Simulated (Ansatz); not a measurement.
GaGe₁₈H₂₈, a doped nanocrystal cut from the lattice of germanium (Ga on an inner site). The state is a doublet with charge 0. Geometry PBE-D4/def2-SVP; atoms count from 1.

Cartesian coordinates in Å:
```
Ge -0.7485 4.2675 -0.5974
Ge 1.5926 0.2885 4.0693
Ge -3.4045 1.2817 -0.6701
Ge -1.5723 -1.8982 3.1125
Ge -2.1463 2.9557 -4.0989
Ge 1.6072 2.1226 -2.9699
Ge -1.2697 -0.7817 -3.4054
Ga 0.1060 0.5313 0.3950
Ge 3.4482 -1.1188 0.8150
Ge 0.4462 -3.6900 0.0026
Ge 2.0006 -3.6494 3.5780
Ge -2.7084 3.3658 -1.7516
Ge -0.4760 0.2632 2.7535
Ge 1.0061 2.5555 -0.6350
Ge 3.0566 -1.4717 3.2068
Ge -1.7303 -0.5127 -1.0180
Ge -0.1344 -3.7433 2.3801
Ge -0.3292 1.3189 -4.2389
Ge 1.3776 -1.4834 -0.4970
H -1.1318 4.6062 0.8749
H -0.3057 5.5884 -1.2973
H 1.3354 0.0411 5.5871
H 2.3014 1.6683 3.9183
H -3.5642 1.4850 0.8662
H -4.7718 0.7807 -1.2353
H -1.8881 -2.1264 4.6229
H -2.9235 -1.9570 2.3395
H -1.7198 4.3021 -4.7552
H -3.3941 2.4239 -4.8649
H 2.1157 3.4203 -3.6697
H 2.7518 1.0696 -3.0514
H -2.6123 -1.0601 -4.1480
H -0.3340 -2.0002 -3.6445
H 3.9291 0.3376 0.5424
H 4.5386 -2.0965 0.2717
H -0.7653 -3.9945 -0.9230
H 1.5382 -4.7683 -0.2724
H 1.7780 -3.8453 5.1068
H 2.9355 -4.7916 3.0798
H -3.9056 4.3641 -1.6628
H -1.4106 1.3907 3.2982
H 2.2576 3.1269 0.1053
H 4.4455 -1.4307 3.9192
H -2.2756 -1.8302 -0.3808
H -0.8280 -5.1068 2.6937
H 0.0665 1.1292 -5.7375
H 1.7153 -1.3284 -2.0142
```

Single mean-field runs in def2-TZVP are fitted with def2-universal-jkfit.

(1) Estimate the Mulliken populations of the heavy atoms from the PBE0/def2-TZVP orbitals of Ansatz.

(2) Where does the spin sit?

(3) And the Mayer bond orders between bonded heavy atoms (over 0.3)?

Results:

(1) 
```tsv
atom	charge (e)	spin (α − β)
Ge1	0.01	0.01
Ge2	0.01	0.01
Ge3	0.02	0.08
Ge4	0.00	0.00
Ge5	0.01	0.00
Ge6	0.00	0.00
Ge7	0.02	-0.01
Ga8	0.23	0.26
Ge9	0.02	0.08
Ge10	0.02	-0.01
Ge11	0.01	0.00
Ge12	-0.13	0.00
Ge13	-0.16	-0.01
Ge14	-0.16	-0.01
Ge15	-0.13	0.00
Ge16	-0.22	0.27
Ge17	-0.11	0.00
Ge18	-0.12	0.00
Ge19	-0.22	0.27
```
Mulliken values and Mayer orders depend strongly on the basis.

(2) Summed by element: Ge 0.65, Ga 0.26, H 0.09, of 1 unpaired in all. Largest on single atoms: Ge19 0.27, Ge16 0.27, Ga8 0.26.

(3) Ge1–Ge12 0.86 (2.45 Å); Ge1–Ge14 0.89 (2.45 Å); Ge2–Ge13 0.89 (2.45 Å); Ge2–Ge15 0.86 (2.45 Å); Ge3–Ge12 0.86 (2.45 Å); Ge3–Ge16 0.83 (2.48 Å); Ge4–Ge13 0.88 (2.45 Å); Ge4–Ge17 0.86 (2.45 Å); Ge5–Ge12 0.86 (2.45 Å); Ge5–Ge18 0.86 (2.45 Å); Ge6–Ge14 0.88 (2.45 Å); Ge6–Ge18 0.86 (2.45 Å); Ge7–Ge16 0.86 (2.45 Å); Ge7–Ge18 0.87 (2.45 Å); Ga8–Ge13 0.81 (2.44 Å); Ga8–Ge14 0.81 (2.44 Å); Ga8–Ge16 0.57 (2.54 Å); Ga8–Ge19 0.57 (2.54 Å); Ge9–Ge15 0.86 (2.45 Å); Ge9–Ge19 0.83 (2.48 Å); Ge10–Ge17 0.87 (2.45 Å); Ge10–Ge19 0.86 (2.45 Å); Ge11–Ge15 0.86 (2.45 Å); Ge11–Ge17 0.86 (2.45 Å).
